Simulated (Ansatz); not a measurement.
A run on `OC(O)Br` with other settings.

```yaml
crystal:
  periodic: [false, false, false]
  atoms:
    - {symbol: O, position_ang: [-0.601431, 0.775717, 0.726936]}
    - {symbol: C, position_ang: [-0.129558, -0.318011, 0.061620]}
    - {symbol: O, position_ang: [1.123122, -0.133547, -0.486890]}
    - {symbol: Br, position_ang: [-1.284342, -0.812102, -1.457011]}
    - {symbol: H, position_ang: [-0.587504, 1.527968, 0.121846]}
    - {symbol: H, position_ang: [-0.188099, -1.163739, 0.747485]}
    - {symbol: H, position_ang: [1.729011, 0.055714, 0.240114]}
basis:
  gaussian: {orbitals: pcseg-2}
hamiltonian: {xc: {name: B97M-V}, pseudopotentials: {relativity: scalar}}
```

```sh
$ ansatz run in.yaml --threads 2 --pin off --events-out ev --progress --plain --max-ram 4352MiB
```

Shortened log:

```
Functional definition: B97M-V
993 factors; their error is unknown
mean field evaluation 1: about -75887.3500 eV, gradient 6.3e1 eV
mean field evaluation 2: about -75872.0628 eV, gradient 1.1e2 eV
mean field evaluation 4: about -75894.1338 eV, gradient 5.5e0 eV
mean field evaluation 8: about -75894.1149 eV, gradient 4.9e-1 eV
mean field evaluation 16: about -75894.1152 eV, gradient 5.4e-5 eV
mean field -75894.11517306 eV, -2789.0572897311 hartree, gradient 5.5e-5 eV, S^2 0.000000; 0 other end points of the search recorded, 0 dependent functions left out
reference -75894.11522603 eV, -2789.0572916778 hartree; 30, 30 occupied and 145, 145 virtual orbitals, 993 factors
Total energy: -75894.11522603 eV, -2789.0572916778 hartree
Relativity: scalar
```

It took 11 s on 2 threads of an Arm Neoverse V1 on a shared host, with 0.36 GiB of host memory at the peak.
